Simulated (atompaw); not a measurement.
# Scattering properties, PAW (atompaw) potential for Fe (Z = 26)

iron (Fe), PAW, made with atompaw 4.2.0.5 (LDA (PW92), scalar-relativistic). Core [Ar], reference 3d6 4s2 4p0. Waves: 4s (bound): rc 1.85 bohr; 4s channel at 0.35 Ry: rc 1.85 bohr; 4p (bound, empty): rc 3.00 bohr; 4p channel at 2.75 Ry: rc 3.00 bohr; 3d (bound): rc 2.00 bohr; 3d channel at -0.15 Ry: rc 2.00 bohr. Local part: bessel scheme, radius 2.25 bohr. Core correction: smooth core density matched at 2.60 bohr. Augmentation charge: besselshape compensation charge, radius 2.30 bohr; PAW radius 3.00 bohr; waves and projectors: custom rrkj gramschmidtortho.

The phase is arctan(r·u′/u) with u = r·R(r), unwrapped; energies in Ry, scanned from -3 to 5 Ry. A pole is an energy at which the radial function vanishes at the test radius. The pseudo phase is shifted by a multiple of π to meet the all-electron one at the reference energy, and phase errors are pseudo minus all-electron; the curves can meet again beyond the range given. Levels narrower than the energy grid can be missing from the lists of poles.

```
channel  radius (bohr)  reference energy (Ry)  poles, all-electron  poles, pseudo  unbroken range about the reference energy with phases within 0.05 rad  phase error 1 Ry above the reference energy (rad)
      s           3.02                  -0.40                 0.59           0.59                                                        the whole range                                             +0.000
      p           3.02                  -0.11                 1.39           1.39                                                              below 3.7                                             -0.001
      d           3.02                  -0.57          -0.51, 2.85    -0.51, 2.91                                                              below 4.3                                             +0.000
```

Phases in the p channel:

```
E (Ry)  all-electron  pseudo
 -3.00         1.367   1.366
 -2.52         1.345   1.344
 -2.04         1.314   1.313
 -1.56         1.267   1.266
 -1.08         1.184   1.183
 -0.60         0.993   0.992
 -0.12         0.250   0.250
  0.36        -1.072  -1.073
  0.84        -1.425  -1.426
  1.32        -1.557  -1.558
  1.80        -1.639  -1.640
  2.28        -1.714  -1.715
  2.76        -1.811  -1.811
  3.24        -1.997  -1.999
  3.72        -2.619  -2.672
  4.20        -3.972  -4.057
  4.68        -4.393  -4.441
```
